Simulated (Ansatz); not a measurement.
ZnF2, SMILES [F][Zn][F].

Geometry optimised at B3LYP-D3(BJ)/def2-TZVP. The isomer is the one that the SMILES or the coordinates give; other isomers of the formula were not compared.

Two levels are set side by side: PBE/def2-TZVPD (Ansatz, a first-principles code) and PBE0/def2-TZVPD (Ansatz). Energy differences of separate SCF runs at the same geometry; the states with an electron removed or added have multiplicity 2 and 2. Differences are taken from unrounded values.

| quantity | PBE |
|---|---|
| vertical ionisation energy (eV) | 12.69 |
| vertical singlet–triplet gap (eV) | 5.68 |

### Question
These are the PBE values. What does PBE0 give? (An estimate is asked for; the answer gives what the named calculation found.)

### Answer

```
quantity                            PBE0  PBE minus PBE0
---------------------------------  -----  --------------
vertical ionisation energy (eV)    13.22           -0.53
vertical singlet–triplet gap (eV)   6.37           -0.69
```
